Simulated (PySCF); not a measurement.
SbF5, SMILES [Sb]([F])([F])([F])([F])[F].

Geometry: PBE0-D3(BJ)/def2-SVP. The isomer is the one that the SMILES or the coordinates give; other isomers of the formula were not compared. The def2 effective core potentials stand for the cores of Sb; spin–orbit coupling is left out.

These are PySCF with TDA-LC-ωPBE/def2-SVPD values and carry that method's errors.

Vertical excitations; the highest root listed may be one member of a degenerate set. Isolated molecule, no solvent. State labels are in the subgroup C2v.

Computed UV-visible absorptions:
| state | symmetry | energy (eV) | λ (nm) | f | main pairs |
|---|---|---|---|---|---|
| S1 | A2 | 6.71 | 185 | 0.000 | HOMO→LUMO (degenerate set) |
| S2 | B2 | 6.71 | 185 | 0.000 | HOMO−1→LUMO (degenerate set) |
| S3 | B1 | 7.17 | 173 | 0.012 | HOMO−2→LUMO (degenerate set) |
| S4 | A1 | 7.17 | 173 | 0.012 | HOMO−3→LUMO (degenerate set) |
| S5 | B1 | 7.46 | 166 | 0.000 | HOMO−6→LUMO 94 % |
| S6 | B2 | 7.59 | 163 | 0.097 | HOMO−5→LUMO 89 % |
| S7 | A1 | 7.95 | 156 | 0.100 | HOMO−7→LUMO (degenerate set) |
| S8 | B1 | 7.95 | 156 | 0.099 | HOMO−8→LUMO (degenerate set) |
| S9 | B2 | 8.02 | 155 | 0.000 | HOMO−9→LUMO (degenerate set) |
| S10 | A2 | 8.02 | 155 | 0.000 | HOMO−10→LUMO (degenerate set) |
| T1 | A2 | 6.20 | 200 | 0 | HOMO→LUMO (degenerate set) |
| T2 | B2 | 6.20 | 200 | 0 | HOMO−1→LUMO (degenerate set) |
| T3 | A1 | 6.52 | 190 | 0 | HOMO−4→LUMO 94 % |
| T4 | B1 | 6.56 | 189 | 0 | HOMO−2→LUMO 93 % |
Triplets are in the Tamm–Dancoff approximation.
